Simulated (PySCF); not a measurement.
N-methylmethanimine (C2H5N), SMILES C=NC. The structure is a stationary point at PBE0-D3(BJ)/def2-TZVP.

Computed equilibrium geometry at PBE0-D3(BJ)/def2-TZVP (PySCF confirms it by a frequency run) as bond lengths and angles, and its point group:
point group Cs.
Atoms: C1 N2 C3 H4 H5 H6 H7 H8. Bonds (Å): C1–N2 1.439, C1–H4 1.093, C1–H5 1.093, C1–H6 1.100, N2–C3 1.257, C3–H7 1.100, C3–H8 1.090. Bond angles (°): N2–C1–H4 109.0, N2–C1–H5 109.0, N2–C1–H6 113.7, H4–C1–H5 106.7, H4–C1–H6 109.1, H5–C1–H6 109.1, C1–N2–C3 117.9, N2–C3–H7 123.2, N2–C3–H8 119.4, H7–C3–H8 117.4.
